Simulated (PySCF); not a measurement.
CH₆O₃Si, SMILES C[Si](O)(O)O (connectivity only; charge and spin as stated), charge -1, multiplicity 2. Atoms are numbered in the order given.

```xyz
11

O     -1.7980     0.5092     0.0000
Si     0.0140     0.2637     0.0000
O     -0.0412    -0.7237     1.4263
O     -0.0412    -0.7237    -1.4263
C      1.9536     0.4300     0.0000
H     -1.9429     1.4657     0.0000
H     -0.9706    -0.7936     1.6813
H     -0.9706    -0.7936    -1.6813
H      2.3035     0.9695    -0.8947
H      2.3035     0.9695     0.8947
H      2.4030    -0.5841     0.0000
```
Charge -1, spin multiplicity 2.

Geometry optimised at TPSSh-D3(BJ)/def2-SVPD. One conformer was computed; it need not be the lowest.

Two levels are set side by side: PBE/pcH-1 (PySCF) and B3LYP/pcH-1 (PySCF). Contact hyperfine couplings, same geometry. Differences are taken from unrounded values.

```json
[
 {"quantity": "A(iso) of 17O, atom O1 (MHz)", "PBE": "-100.4"},
 {"quantity": "A(iso) of 29Si, atom Si2 (MHz)", "PBE": "-504.4"},
 {"quantity": "A(iso) of 17O, atom O3 (MHz)", "PBE": "-3.7"},
 {"quantity": "A(iso) of 17O, atom O4 (MHz)", "PBE": "-3.7"},
 {"quantity": "A(iso) of 13C, atom C5 (MHz)", "PBE": "215.8"},
 {"quantity": "A(iso) of 1H, atom H6 (MHz)", "PBE": "-9.1"},
 {"quantity": "A(iso) of 1H, atom H7 (MHz)", "PBE": "-1.7"},
 {"quantity": "A(iso) of 1H, atom H8 (MHz)", "PBE": "-1.7"},
 {"quantity": "A(iso) of 1H, atom H9 (MHz)", "PBE": "-6.5"},
 {"quantity": "A(iso) of 1H, atom H10 (MHz)", "PBE": "-6.5"},
 {"quantity": "A(iso) of 1H, atom H11 (MHz)", "PBE": "38.4"}
]
```

Task: These are the PBE values. What does B3LYP give? (The exact figures need the calculation; the answer reports its results.)

Result: 
```json
[
 {"quantity": "A(iso) of 17O, atom O1 (MHz)", "B3LYP": "-106.0", "PBE minus B3LYP": "5.5"},
 {"quantity": "A(iso) of 29Si, atom Si2 (MHz)", "B3LYP": "-582.4", "PBE minus B3LYP": "78.1"},
 {"quantity": "A(iso) of 17O, atom O3 (MHz)", "B3LYP": "-3.8", "PBE minus B3LYP": "0.1"},
 {"quantity": "A(iso) of 17O, atom O4 (MHz)", "B3LYP": "-3.8", "PBE minus B3LYP": "0.1"},
 {"quantity": "A(iso) of 13C, atom C5 (MHz)", "B3LYP": "225.7", "PBE minus B3LYP": "-9.9"},
 {"quantity": "A(iso) of 1H, atom H6 (MHz)", "B3LYP": "-12.4", "PBE minus B3LYP": "3.3"},
 {"quantity": "A(iso) of 1H, atom H7 (MHz)", "B3LYP": "-2.1", "PBE minus B3LYP": "0.4"},
 {"quantity": "A(iso) of 1H, atom H8 (MHz)", "B3LYP": "-2.1", "PBE minus B3LYP": "0.4"},
 {"quantity": "A(iso) of 1H, atom H9 (MHz)", "B3LYP": "-7.1", "PBE minus B3LYP": "0.5"},
 {"quantity": "A(iso) of 1H, atom H10 (MHz)", "B3LYP": "-7.1", "PBE minus B3LYP": "0.5"},
 {"quantity": "A(iso) of 1H, atom H11 (MHz)", "B3LYP": "40.4", "PBE minus B3LYP": "-2.0"}
]
```

Rough cost on one machine, each run with all the roots and properties that it gave: B3LYP against PBE within a factor of 2.
